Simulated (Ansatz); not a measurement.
```yaml
crystal:
  periodic: [false, false, false]
  atoms:
    - {symbol: N, position_ang: [-0.262411, 1.546899, -0.188416]}
    - {symbol: Ge, position_ang: [0.077979, -0.214269, -0.384418]}
    - {symbol: N, position_ang: [0.091932, -0.973395, 1.252513]}
    - {symbol: Cl, position_ang: [-1.359023, -1.347975, -1.512853]}
    - {symbol: Cl, position_ang: [1.914450, -0.306816, -1.499064]}
    - {symbol: H, position_ang: [-1.165595, 1.756092, 0.214086]}
    - {symbol: H, position_ang: [-0.111966, 2.102082, -1.018509]}
    - {symbol: H, position_ang: [0.089694, -1.983299, 1.250849]}
    - {symbol: H, position_ang: [0.813639, -0.625620, 1.868712]}
basis:
  gaussian: {orbitals: ANO-RCC-VTZP}
hamiltonian: {xc: {name: wPBEh}}
```

```sh
$ ansatz run in.yaml --threads 4 --pin off --events-out ev --progress --plain --max-ram 10444MiB
```

It prints (some lines left out):

```
Functional definition: wPBEh
1962 factors; their error is unknown
114 factors; integrals over basis functions are off by at most 1.3e-6 eV
mean field evaluation 1: about -85257.0495 eV, gradient 8.5e1 eV
mean field evaluation 2: about -85223.6310 eV, gradient 1.4e2 eV
mean field evaluation 4: about -85269.7990 eV, gradient 6.6e0 eV
mean field evaluation 8: about -85269.9013 eV, gradient 1.3e-1 eV
mean field evaluation 16: about -85270.1990 eV, gradient 1.8e-4 eV
mean field -85270.19896123 eV, -3133.6220136086 hartree, gradient 5.6e-5 eV, S^2 0.000000; 0 other end points of the search recorded, 0 dependent functions left out
reference -85270.19902888 eV, -3133.6220160946 hartree; 42, 42 occupied and 185, 185 virtual orbitals, 1962 factors
Total energy: -85270.19902888 eV, -3133.6220160946 hartree
Relativity: scalar
```

Run time 8.5 s (4 threads of an Arm Neoverse V1 on a shared host); peak host memory 0.87 GiB.
